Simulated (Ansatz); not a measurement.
Cartesian coordinates in Å:
```
C -0.4759 1.4001 1.6357
C 0.2007 0.6211 0.8472
C 0.8044 -0.1754 0.0075
F 2.1379 -0.4047 0.1110
Si -0.1167 -1.0722 -1.3379
F 0.3478 -0.5437 -2.7725
H -0.9369 1.0213 2.5429
H -0.5919 2.4575 1.4175
H 0.1868 -2.5207 -1.2874
H -1.5561 -0.7835 -1.1639
```

The species carries charge 0 and has multiplicity 1.

List the CAM-B3LYP/def2-TZVPP orbital energies in eV (Ansatz). (Estimate.)

The calculation gave: Occupied: -1802.17, -674.01, -673.50, -281.20, -279.96, -279.82, -146.64, -102.02, -101.95, -101.93, -35.57, -34.63, -24.49, -21.91, -18.07, -17.27, -15.68, -15.48, -15.13, -14.49, -14.37, -14.27, -13.58, -11.59, -11.28, -9.85, -9.23. Lowest empty: 0.09, 0.34, 1.98, 2.14, 2.65, 3.02, 3.61, 4.05.
